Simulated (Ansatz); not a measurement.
`CB(F)O[SiH3]` + `BNC` → `BN(C)B(C)F` + silanol at 298.15 K and 1 bar (ligand exchange at a B–O bond).

Calculated with Ansatz (gas phase, PBE0-D4/def2-TZVP geometries, no zero-point term in ΔE). CCSD(T)/CBS adds triple-zeta CCSD(T) − MP2 to the extrapolated MP2 energy (def2 sets, frozen cores). One conformer a species, not always the lowest.

```json
{"species": "`CB(F)O[SiH3]`", "CCSD(T)/CBS energy (Eh)": "-530.66692", "H − E (kJ/mol)": "215.7", "S (J/(mol·K))": "363.9"}
{"species": "`BNC`", "CCSD(T)/CBS energy (Eh)": "-121.18426", "H − E (kJ/mol)": "215.2", "S (J/(mol·K))": "268.0"}
{"species": "`BN(C)B(C)F`", "CCSD(T)/CBS energy (Eh)": "-285.13931", "H − E (kJ/mol)": "314.6", "S (J/(mol·K))": "361.6"}
{"species": "`O[SiH3]`", "CCSD(T)/CBS energy (Eh)": "-366.69042", "H − E (kJ/mol)": "113.6", "S (J/(mol·K))": "257.8"}
```

H − E and S are ideal-gas, rigid-rotor, harmonic terms from PBE0-D4/def2-TZVP, for one conformer and one mirror image of each species. 1 Eh = 2625.50 kJ/mol, R = 8.31446 J/(mol·K).

Q: By hand: ΔE, ΔH, ΔS and ΔG.

A: ΔE = (-285.13931) + (-366.69042) − (-530.66692) − (-121.18426) = 0.02145 Eh = 56.3 kJ/mol. Δ(H − E) = 314.6 + 113.6 − 215.7 − 215.2 = -2.7, so ΔH = 53.6 kJ/mol. ΔS = 361.6 + 257.8 − 363.9 − 268.0 = -12.5 J/(mol·K). ΔG = 53.6 − 298.15 × (-12.5)/1000 = 57.3 kJ/mol.

Q: By hand: the equilibrium constant, and the temperature at which ΔG would vanish if ΔH and ΔS stayed fixed.

A: log₁₀ K = −ΔG/(RT ln 10) = -10.0. ΔH and −TΔS have one sign here, so there is no such temperature.

The number of gas molecules stays the same, so ΔS is small and ΔH decides. A doubt of 5 kJ/mol in ΔE shifts log₁₀ K by 0.9 here. Other conformers and mirror images would add mixing entropy, several J/(mol·K) or more a flexible species. Modes under 60 cm⁻¹, often nearly free rotors, make the harmonic entropy too high. These are equilibria of isolated gas molecules and say nothing of rates. Largest T1 diagnostic: 0.012 (customary marks: 0.02 for closed shells, 0.045 for open ones).

ΔS is within the doubt of such terms, so its sign, and with it that verdict, could turn.
